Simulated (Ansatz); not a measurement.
A nudged elastic band was laid between two geometries of CH3F + HSe (7 atoms, charge 0, multiplicity 2).

Method: Ansatz 0.2.0, UKS BLYP-D4/def2-SVP.

```
movable images  : 7
climbing image  : yes
spring          : 5.0 eV/Å²
optimiser       : quadratic models (default)
start path      : through a guess of the saddle point
force threshold : 0.05 eV/Å
iteration limit : 60
end points      : relaxed
```

First end point:

```xyz
7
Properties=species:S:1:pos:R:3
H -0.221 -0.090 0.375
Se 1.577 -1.651 1.207
C -0.800 0.393 -0.457
F -1.332 1.592 -0.022
H 2.497 -0.498 0.970
H -1.611 -0.306 -0.759
H -0.111 0.560 -1.314
```

Last end point:

```xyz
7
Properties=species:S:1:pos:R:3
H -0.380 -0.746 -0.821
Se 1.476 -1.209 1.777
C -0.794 0.264 -0.626
F -0.217 0.782 0.539
H 2.374 -0.225 1.106
H -1.895 0.198 -0.495
H -0.563 0.935 -1.480
```

(1) Which bonds break or form, and what moves?

(2) What energy profile does the band end with?

(3) What is the geometry of the highest image?

Answers

(1) No bond is made or broken.

(2) The forces met the threshold. The highest image is number 3 of 0 to 8, 0.1 kcal/mol above the first end and 2.8 kcal/mol above the last; the last end lies 2.7 kcal/mol below the first. The top lies less than 8 meV above the higher end, about what the thresholds resolve: that end is a shoulder or a very shallow well. A vibrational analysis at the climbing image gives one clearly imaginary mode, 45i cm⁻¹, and a faint second one (23i cm⁻¹) that may be numerical noise or a soft torsion: probably a first-order saddle point.

```json
{"image": "0", "path coordinate (Å)": "0.00", "energy (kcal/mol)": "0.0"}
{"image": "1", "path coordinate (Å)": "0.31", "energy (kcal/mol)": "0.0"}
{"image": "2", "path coordinate (Å)": "0.61", "energy (kcal/mol)": "0.1"}
{"image": "3", "path coordinate (Å)": "0.92", "energy (kcal/mol)": "0.1"}
{"image": "4", "path coordinate (Å)": "1.26", "energy (kcal/mol)": "0.0"}
{"image": "5", "path coordinate (Å)": "1.59", "energy (kcal/mol)": "-0.3"}
{"image": "6", "path coordinate (Å)": "1.93", "energy (kcal/mol)": "-1.1"}
{"image": "7", "path coordinate (Å)": "2.27", "energy (kcal/mol)": "-2.2"}
{"image": "8", "path coordinate (Å)": "2.60", "energy (kcal/mol)": "-2.7"}
```

(3) 
```xyz
7
Properties=species:S:1:pos:R:3:forces:R:3
H -0.068 -0.329 -0.091 0.00 0.00 0.00
Se 1.565 -1.537 1.521 0.00 -0.01 0.00
C -0.811 0.361 -0.566 -0.01 0.01 -0.01
F -1.021 1.465 0.241 0.00 0.00 0.00
H 2.509 -0.438 1.162 0.00 0.01 0.00
H -1.762 -0.198 -0.712 0.00 0.00 0.01
H -0.411 0.676 -1.555 0.00 0.00 0.00
```

Time of the run: 65 s on 2 threads of AMD EPYC 9R45 96-Core Processor (Zen 5), with other jobs on the host, peak memory 0.23 GiB.
